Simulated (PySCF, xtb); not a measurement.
C4H6OS, SMILES C1(=C)O[C@@H](C)S1.

Harmonic wavenumbers (cm⁻¹) from GFN2-xTB in xtb at its own minimum, in rising order: 92, 188, 258, 324, 399, 479, 571, 665, 676, 708, 792, 913, 957, 1005, 1087, 1115, 1121, 1181, 1290, 1354, 1392, 1461, 1470, 1731, 2917, 3031, 3042, 3049, 3132, 3180.

Problem. What does B3LYP-D3(BJ)/def2-SVP (PySCF) give at its own minimum? (The exact figures need the calculation; the answer reports its results.)

Solution. 106, 239, 284, 353, 433, 533, 587, 660, 669, 708, 770, 886, 960, 1010, 1097, 1135, 1155, 1272, 1352, 1385, 1400, 1451, 1458, 1735, 3035, 3069, 3120, 3145, 3170, 3277. Paired by order, the mean absolute difference is 35 cm⁻¹ and the zero-point energies are 56.6 and 57.8 kcal/mol.
